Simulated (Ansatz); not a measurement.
Calculated with Ansatz (gas phase, PBE0-D4/def2-TZVP geometries, no zero-point term in ΔE). CCSD(T)/CBS is the MP2 limit (def2-TZVPP, def2-QZVPP) plus CCSD(T) − MP2 in def2-TZVPP, frozen cores. DFT in def2-TZVPP. Elements past krypton have def2 core potentials. For Ge, Sn outer-core shells are correlated without core-valence functions, which leaves a few kJ/mol of doubt a bond. Scalar relativity is left out up to krypton. Each species was taken in one conformer, which may not be the lowest.

Reaction (redistribution): `[SiH3][SnH2][SH]` + `C[O][Ge]([OH])([F])[Cl]` → `C[SiH2][SnH2][SH]` + `[OH][Ge]([OH])([F])[Cl]`

`[SiH3][SnH2][SH]`:

```xyz
9

Si    1.706    0.258   -0.028
Sn   -0.734   -0.376    0.414
S    -1.992    0.618   -1.391
H     2.125   -0.271   -1.350
H     2.570   -0.325    1.032
H     1.845    1.737   -0.017
H    -1.336    0.246    1.889
H    -1.006   -2.064    0.391
H    -3.178    0.178   -0.939
```

`C[O][Ge]([OH])([F])[Cl]`:

```xyz
10

C    -1.129    0.351    1.161
O    -0.732    0.248   -0.198
Ge    0.859   -0.322   -0.621
O     1.036   -0.240   -2.349
F     2.020    0.689    0.150
Cl    1.263   -2.281    0.054
H    -1.110   -0.623    1.658
H    -0.491    1.048    1.713
H    -2.152    0.728    1.169
H     0.436    0.403   -2.738
```

`C[SiH2][SnH2][SH]`:

Cartesian coordinates in Å:
```
C -1.107 0.210 -1.558
Si 0.655 -0.051 -0.982
Sn 0.648 -0.775 1.477
S -0.675 0.874 2.662
H -1.620 0.911 -0.896
H -1.128 0.611 -2.574
H -1.661 -0.732 -1.549
H 1.434 1.216 -1.061
H 1.355 -1.071 -1.812
H -0.197 -2.228 1.784
H 2.188 -0.864 2.218
H 0.109 1.900 2.292
```

`[OH][Ge]([OH])([F])[Cl]`:

```xyz
7

O     1.475   -0.650   -0.539
Ge   -0.099   -0.304    0.111
O    -0.287    1.429    0.228
F    -1.342   -0.891   -0.925
Cl   -0.322   -1.329    1.940
H     1.778    0.040   -1.138
H    -1.203    1.707    0.322
```

```
                  species  r2SCAN-D4 energy (Eh)
       `[SiH3][SnH2][SH]`             -905.64954
`C[O][Ge]([OH])([F])[Cl]`            -2828.11197
      `C[SiH2][SnH2][SH]`             -944.97026
`[OH][Ge]([OH])([F])[Cl]`            -2788.82864
```

(1) Work out ΔE.

Largest T1 diagnostic among the species: 0.013.

Answers

(1) ΔE = (-944.97026) + (-2788.82864) − (-905.64954) − (-2828.11197) = -0.03739 Eh = -98.2 kJ/mol. CCSD(T)/CBS gives -98.1 kJ/mol.

In def2-TZVPP, CCSD(T) changes the Hartree–Fock value by −13.4 kJ/mol (the triples alone add −1.1 kJ/mol) and MP2 by −21.8 kJ/mol.
